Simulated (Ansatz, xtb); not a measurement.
**Two structures of BrFMgOSn**

Structure a is a singlet given by its coordinates and structure b is a singlet given by its coordinates. Both are isolated molecules in the gas phase, relaxed with BLYP-D3(BJ)/def2-SVP.

a (Å):

```
atom    x (Å)    y (Å)    z (Å)
  Br  -2.8848  -4.3258  -0.1398
   F  -2.4714  -1.2146  -2.5634
  Mg  -2.3914  -1.8060  -0.8874
   O  -2.0428  -1.3210   0.9387
  Sn  -2.2424  -2.8354   2.1721
```

Close contacts (Å): Br1–Mg3 2.67, Br1–Sn5 2.82, F2–Mg3 1.78, Mg3–O4 1.92, O4–Sn5 1.96.

b (Å):

| atom | x (Å) | y (Å) | z (Å) |
| --- | --- | --- | --- |
| Br | -2.7021 | -5.2879 | 0.5247 |
| F | -2.4647 | -1.9853 | -1.5899 |
| Mg | -2.4746 | -2.9568 | 0.1174 |
| O | -2.2418 | -1.2150 | 0.9623 |
| Sn | -2.2019 | -0.0323 | -0.6012 |

Close contacts (Å): Br1–Mg3 2.38, F2–Mg3 1.96, F2–Sn5 2.20, Mg3–O4 1.95, Mg3–Sn5 3.02, O4–Sn5 1.96.

Energies in hartree; the thermal terms are from BLYP-D3(BJ)/def2-SVP harmonic frequencies (ideal gas, rigid rotor, one conformer each, 298.15 K, 1 atm) and include the zero-point energy:

```
                               a            b
E, CCSD(T)/def2-SVP  −3160.123604  −3160.131755
    E, MP2/def2-SVP  −3160.098412  −3160.105867
  E, MP2/def2-TZVPP  −3161.247482  −3161.251748
  zero-point energy      0.006403      0.006637
       H(298 K) − E      0.014547      0.014457
       G(298 K) − E     −0.028866     −0.028130
```

Problem. Correct the CCSD(T) difference for the basis set by the MP2 change, then work out ΔE, ΔE₀, ΔH and ΔG for a → b in kJ/mol (1 Eh = 2625.50 kJ/mol) and the equilibrium ratio [b]/[a].

Solution. 1. Differences b − a: CCSD(T) −0.008151, MP2 in the small set −0.007455, MP2 in the large set −0.004266 Eh.
2. ΔE = −0.008151 + (−0.004266 − (−0.007455)) = −0.004962 Eh = −13.03 kJ/mol.
3. ΔE₀ = ΔE + ΔZPE = −0.004962 + (+0.000234) Eh = −12.41 kJ/mol.
4. ΔH = ΔE + (−0.000090) Eh = −13.26 kJ/mol.
5. ΔG = ΔE + (+0.000736) Eh = −11.10 kJ/mol, so ΔS = (ΔH − ΔG)/T = −7.3 J/(mol K).
6. kT = 0.9442 mEh, so K = [b]/[a] = exp(−ΔG/kT) = exp(+4.48) ≈ 88.

Structure b is favoured at this temperature. An error of 4 kJ/mol in ΔG would change K by a factor of 5. Mirror images and further conformers aren't counted.

Other levels gave ΔE = −6.4 (BLYP-D3(BJ)/def2-SVP); −23.5 (HF/def2-SVP); −19.6 (MP2/def2-SVP); −21.4 (CCSD(T)/def2-SVP) kJ/mol. The correlated steps freeze 16 core orbitals; the filled d shell of Br and Sn is correlated; the last core shell of Mg is correlated, in a basis made for valence electrons. Atoms past krypton carry core potentials in the def2 sets, without spin–orbit terms. Programs: Ansatz 0.2.0.
